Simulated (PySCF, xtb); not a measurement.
Mo(NH)(F)3(Cl) (ClF3HMoN), SMILES [NH]=[Mo]([Cl])([F])([F])[F], multiplicity 1.

GFN2-xTB (xtb) at its own geometry gives an orbital gap of 3.08 eV and a dipole moment of 1.23 D.

Coordinates come from a B3LYP-D3(BJ)/def2-SVP optimisation. The multiplicity is an assumed one; no other spin state was optimised. The structure was generated by enumeration; whether it is a known compound was not checked. The def2 effective core potentials stand for the cores of Mo; spin–orbit coupling is left out.

Question: What does PBE/def2-TZVP (PySCF) give? (The exact figures need the calculation; the answer reports its results.)

Answer: gap 2.82 eV (levels -8.04 and -5.22 eV), dipole 2.88 D.
